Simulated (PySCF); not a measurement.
Compound: C3H8BFSi.
Numbering: `[BH2:1][Si@H:2]1[CH2:3][C@@H:4]([F:5])[CH2:6]1` (hydrogens: H7, H8 on B1; H9 on Si2; H10, H11 on C3; H12 on C4; H13, H14 on C6)

Method: PBE0-D3(BJ)/def2-SVP geometry optimisation, gas phase in PySCF 2.14.0; density fitting, grid level 1; the optimiser is geomeTRIC in internal coordinates, started from a GFN2-xTB structure with every atom displaced at random (about 0.01 Å).

Step 0: E = -14492.4599 eV
```
atom  x, y, z in Å  |  force x, y, z in eV/Å
B1      2.4704    0.2255    0.5995   -0.617   1.493  -0.104
Si2     0.6190    0.7640    0.1779   -1.279  -0.267  -0.371
C3     -0.3226   -0.0842   -1.2946    1.164  -0.062   0.196
C4     -1.4543   -0.3842   -0.3767   -1.780  -0.472   0.167
F5     -2.0030   -1.6646   -0.5666    0.404   0.489   0.131
C6     -0.8434   -0.1878    0.9926   -0.211   0.541   0.384
H7      3.2648    1.0575    0.8465    0.634   0.508   0.209
H8      2.8091   -0.8602    0.6044    0.469  -1.910  -0.004
H9      0.2352    2.2020    0.1742    0.286   0.228   0.050
H10     0.1652   -1.0137   -1.5907    0.215  -0.301  -0.085
H11    -0.5676    0.4816   -2.1678   -0.168   0.522  -0.954
H12    -2.3200    0.2980   -0.5291    0.369   0.040   0.008
H13    -0.5651   -1.1460    1.3896    0.445  -0.880   0.346
H14    -1.4948    0.2971    1.7331    0.069   0.070   0.026
```

**Question.** Estimate the geometry and energy of step 1. (The exact step hangs on the optimiser's Hessian estimate; all steps are aligned on step 0, rigid shifts and turns removed.)

**Answer.** E = -14492.7177 eV, largest force 0.317 eV/Å
```
atom  x, y, z in Å  |  force x, y, z in eV/Å
B1      2.4513    0.3108    0.5978    0.072  -0.308   0.000
Si2     0.5463    0.7615    0.1655   -0.052  -0.097  -0.054
C3     -0.3039   -0.1342   -1.3065   -0.109   0.169  -0.087
C4     -1.5035   -0.3698   -0.3738    0.257   0.023  -0.082
F5     -2.1519   -1.5614   -0.5908   -0.031   0.034   0.027
C6     -0.8514   -0.2474    1.0090   -0.097  -0.059   0.132
H7      3.2789    1.1475    0.8565    0.064   0.047   0.019
H8      2.8056   -0.8548    0.6057   -0.065   0.186  -0.003
H9      0.2777    2.2355    0.1726   -0.092  -0.049  -0.013
H10     0.1898   -1.0918   -1.5353    0.049   0.005   0.072
H11    -0.5232    0.3956   -2.2478    0.042  -0.116   0.073
H12    -2.2378    0.4391   -0.5107   -0.125   0.063  -0.013
H13    -0.5095   -1.2396    1.3533    0.117   0.104  -0.106
H14    -1.4756    0.1938    1.7968   -0.030  -0.002   0.034
```

The energy changes by -0.2578 eV. The first-order estimate −F·Δx gives -0.5430 eV and the mean of the old and new forces, exact on a quadratic surface, -0.2624 eV. The step makes an angle of 70° with the force vector and moves no atom by more than 0.183 Å.

What follows is the cost of the whole optimisation. On Intel Xeon Platinum 8488C, one thread, on a shared host, this took 51 s and 0.51 GiB of memory at its peak.
